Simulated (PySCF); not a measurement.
Gas-phase reaction: Ge2H6 + Cl2 ⇌ 2 GeH2 + 2 HCl. Level: PBE0/def2-QZVP†; standard pressure 1 bar.

Computed with PySCF and rigid-rotor harmonic-oscillator thermochemistry at 1 bar. † marks an energy on the PBE0/def2-TZVP geometry and frequencies. All species are closed-shell singlets. Ge: all electrons, no relativistic terms. GeH2: computed as isolated molecules; such fragments, hydroxides, amides, oligomers or adducts are transient or little studied in the gas. The harmonic model lacks anharmonicity and excited electronic states, which grow with temperature; levels with a mode under 35 cm⁻¹ are left out. Internal rotation in Ge2H6 is treated as a harmonic vibration of one conformer, which makes the entropy rough.

```csv
T (K),1000/T (1/K),log10 K
500,2.0000,-4.62
600,1.6667,-1.33
800,1.2500,2.74
1000,1.0000,5.12
1200,0.8333,6.67
1400,0.7143,?
```

Fit log10 K = a + b·(1000/T) to the five rows, get the mean ΔH° and ΔS°, and predict log10 K at 1400 K.

Means: 1000/T = 1.3500, log10 K = 1.716. Sums of products about the means: Sxy = -8.93660, Sxx = 0.922278, so b = Sxy/Sxx = -9.69 and a = 1.716 − (-9.69)×1.3500 = 14.80.
ΔH° = −R ln 10 × 1000 K × b = −19.145 × (-9.69) = 186 kJ; ΔS° = R ln 10 × a = 283 J/K. The run's own values go from 190 kJ and 291 J/K at 500 K to 169 kJ and 269 J/K at 1400 K.
Prediction at 1400 K: 14.80 + (-9.69)×0.7143 = 7.88. The computed value is 7.74, 0.14 from the line.
For scale, ΔH°(298 K) is 190 kJ at this level, 169 kJ at ωB97M-V/def2-TZVP†, and runs from 120 to 263 kJ over the 19 levels computed.
